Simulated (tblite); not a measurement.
Compound: C7H9O (doublet state).
Geometry (GFN2-xTB, Å), atoms numbered from 1 in this order:
```xyz
17
C7H9O angstrom
C      3.0287   -0.9490   -1.0973
C      2.2260    0.0639   -1.0948
C      1.4035    1.0748   -1.0833
C      0.0685    1.0821   -0.4366
O     -0.6376    2.0948   -0.4697
C     -0.3354   -0.1212    0.2111
C     -1.6178   -0.2041    0.9282
C     -2.1723   -1.6198    1.0351
H      3.7685   -1.0890   -0.3252
H      3.0054   -1.6913   -1.8793
H      1.6698    2.0041   -1.5695
H      0.3250   -0.9745    0.1979
H     -2.3315    0.4734    0.4479
H     -1.4713    0.1970    1.9423
H     -1.4584   -2.2782    1.5255
H     -3.0936   -1.6213    1.6120
H     -2.3843   -2.0178    0.0456
```

Method: GFN2-xTB as coded in tblite; computed harmonic values from a numerical Hessian at the method's own geometry, unscaled. The method is semi-empirical: single wavenumbers can be off by several per cent or more. One conformer, not necessarily the lowest. Open shells enter through the occupations alone, without spin polarisation, and single modes of such species can be off by tens of per cent.

Harmonic wavenumbers (cm⁻¹): 34.8, 64.0, 89.8, 118.0, 184.4, 224.7, 315.0, 324.3, 367.4, 416.6, 512.4, 548.8, 606.8, 686.0, 780.4, 838.2, 858.2, 903.9, 947.0, 984.5, 1018.3, 1082.0, 1096.7, 1161.7, 1174.4, 1189.7, 1278.4, 1288.5, 1395.8, 1410.0, 1416.7, 1421.0, 1497.8, 1500.1, 1561.9, 2060.6, 2857.6, 2953.0, 3034.9, 3041.0, 3046.3, 3051.4, 3072.6, 3079.3, 3090.2.

A = 2947, B = 1219, C = 883.4 MHz; mass 109.065 u (most abundant isotopes); point group C1, symmetry number 1; spin multiplicity 2.

**Question.** Zero-point energy?

**Answer.** Half the sum of the wavenumbers: 29293 cm⁻¹ = 83.75 kcal/mol.

**Question.** Give the ideal-gas entropy at 273.15 K and 1 bar in the rigid-rotor, harmonic-oscillator model (classical rotation).

**Answer.** Translation 39.57, rotation 28.74, vibration 26.53, spin (R ln 2) 1.38: S = 96.2 cal/(mol K).

**Question.** And Cp and H(273.15 K) − H(0)?

**Answer.** Cp = 33.46 cal/(mol K), of which vibrations give 25.51 (their classical limit is 45 R = 89.4); H(273.15 K) − H(0) = 5.84 kcal/mol without the zero-point energy, 3.67 from vibrations.

**Question.** What must be added to the electronic energy to get the Gibbs energy at 273.15 K and 1 bar?

**Answer.** ZPE + [H(273.15 K) − H(0)] − T·S = 83.75 + 5.84 − 26.28 = 63.31 kcal/mol.

**Question.** Which modes carry the vibrational entropy at 273.15 K?

**Answer.** 34.8 cm⁻¹: 5.36; 64.0 cm⁻¹: 4.16; 89.8 cm⁻¹: 3.49; 118.0 cm⁻¹: 2.96; 184.4 cm⁻¹: 2.12; 224.7 cm⁻¹: 1.76 cal/(mol K); the other 39 give 6.67 together.

**Question.** How do the functions run with temperature in this model?

**Answer.** 
```tsv
T (K)	S (cal/(mol K))	Cp (cal/(mol K))	H − H(0) (kcal/mol)	G − H(0) (kcal/mol)	ln q(vib)
150	79.7	22.9	2.38	-9.57	3.45
250	93.3	31.4	5.09	-18.25	6.01
298.15	99.2	35.6	6.70	-22.89	7.21
400	110.9	44.2	10.78	-33.60	9.67
600	131.5	57.5	21.02	-57.89	14.34
900	157.5	70.3	40.35	-101.37	20.84
```

q(vib) and H(0) count from the zero-point level.

Hindered rotation and anharmonicity are outside this model. Other conformers, if any are populated, would add a mixing term that is left out. The structure is chiral; the term R ln 2 for an equal mix with its mirror image is left out.
